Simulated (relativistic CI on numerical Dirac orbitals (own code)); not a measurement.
## Dy IX: sensitivity of the levels to the model

Base calculation: Dirac-Coulomb-Breit CI, KLI orbitals optimised for each configuration, a model potential for QED, unscaled Slater integrals.

Configuration list (outside the closed core [Kr] 4d10): 4f8 5s2 5p2, 4f10 5s 5p. The list is cut by size and lacks configurations that can hold low levels.

Variants: (1) only the first configuration. Shifts of the energy above 4f8 5s2 5p2 9D_6, in cm⁻¹, for the lowest level and the first level of each name with at least 55 % of one term (blank where a level changes its place among those of its configuration and J or its character, or is not in the variant):

```tsv
Level	Base	Δ(1)
4f8 5s2 5p2 9D_6	0.0	0.0
4f8 5s2 5p2 9G_2	8132.0	0.0
4f8 5s2 5p2 9G_0	8209.8	0.0
4f8 5s2 5p2 9G_1	8210.8	0.0
4f8 5s2 5p2 9G_7	38495.7	0.0
4f8 5s2 5p2 9G_8	49585.7	0.0
4f8 5s2 5p2 9F_1	52203.5	0.0
4f8 5s2 5p2 7G_1	52576.4	0.0
```

At this charge configurations can still be misplaced by up to about 7 % of their energy. Terms inside the open d or f shell come out 10 to 20 % too wide with unscaled integrals. Levels and lines within the n = 5 or 6 shells can be off by up to 10 % or somewhat more, and those that change n by about 2 %, since core polarisation is missing.

LS names give the leading component of a level, which can be under half, so a name can repeat, a term be missing and a line seem to break the LS rules.
